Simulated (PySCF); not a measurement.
C2H6ClFSi2, SMILES [SiH2](F)/C=C(\Cl)[SiH3]. Atoms are numbered in the order given.

```xyz
12

F     -0.9348    -3.1916     0.0000
Si     0.2037    -2.0220     0.0000
C     -0.7202    -0.3933     0.0000
C     -0.1378     0.8138     0.0000
Si    -0.9835     2.5006     0.0000
Cl     1.6378     0.9109     0.0000
H      1.0261    -2.1821     1.2259
H      1.0261    -2.1821    -1.2259
H     -1.8180    -0.4127     0.0000
H     -0.5705     3.2573     1.2135
H     -2.4564     2.2795     0.0000
H     -0.5705     3.2573    -1.2135
```

The structure is a stationary point at B3LYP-D3(BJ)/def2-SVP. The structure was generated by enumeration; whether it is a known compound was not checked. One conformer was computed; it need not be the lowest.

Method: PBE/pcSseg-1 (PySCF).

GIAO shieldings, no solvent; atoms alike by connectivity are averaged. δ = σ(ref) − σ: ¹⁹F against CFCl3 (σ = 133.6 ppm); ²⁹Si against TMS (σ = 335.4 ppm); ¹³C against TMS (σ = 182.0 ppm); ³⁵Cl against HCl (σ = 936.5 ppm); ¹H against TMS (σ = 31.49 ppm), references at their B3LYP-D3(BJ)/def2-TZVP geometries, non-relativistic (without spin–orbit terms, shifts of atoms bonded to Cl or Br come out too high).

| atoms | nucleus | count | δ (ppm) |
|---|---|---|---|
| F1 | ¹⁹F | 1 | [?] |
| Si2 | ²⁹Si | 1 | -9.5 |
| Si5 | ²⁹Si | 1 | [?] |
| C4 | ¹³C | 1 | 167.2 |
| C3 | ¹³C | 1 | 150.0 |
| Cl6 | ³⁵Cl | 1 | [?] |
| H9 | ¹H | 1 | 7.04 |
| H7, H8 | ¹H | 2 | [?] |
| H10, H11, H12 | ¹H | 3 | 4.61 |

Complete the blanks. (Estimate from the structure and the level; the computed values follow.)


- F1, δ (ppm): -256.0
- H7, H8, δ (ppm): 5.97
- Si5, δ (ppm): -64.6
- Cl6, δ (ppm): 349.8
